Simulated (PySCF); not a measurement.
Sn(Cl)(NH2) (ClH2NSn), SMILES [Sn]([NH2])[Cl] (connectivity only; charge and spin as stated), neutral, multiplicity 1.

Coordinates come from a B3LYP-D3(BJ)/def2-TZVP optimisation. The def2 effective core potentials stand for the cores of Sn; spin–orbit coupling is left out. The values are those of a single conformer.

These are C-PCM-M06-2X/def2-SVP run with PySCF values and carry that method's errors.

The values are the electrostatic part of the solvation free energy, E(continuum) − E(gas) at the gas-phase geometry, in a cavity of scaled van der Waals radii (PySCF's table); cavitation and dispersion terms are not included. A continuum can't describe solvent molecules that bind to the metal. In vacuum the orbital gap is 7.26 eV. The dipole moment in vacuum is 3.29 D.

```tsv
solvent	ε	ΔG(elec) (kcal/mol)	dipole (D)	gap (eV)
water	78.36	-5.6	4.37	7.42
toluene	2.37	-3.1	3.85	7.35
1-octanol	9.86	___	___	___
```

Question: Some entries are withheld; supply them. (An estimate is asked for; the answer gives what the named calculation found.)

Answer: 
- 1-octanol, ΔG(elec) (kcal/mol): -5.0
- 1-octanol, dipole (D): 4.24
- 1-octanol, gap (eV): 7.41
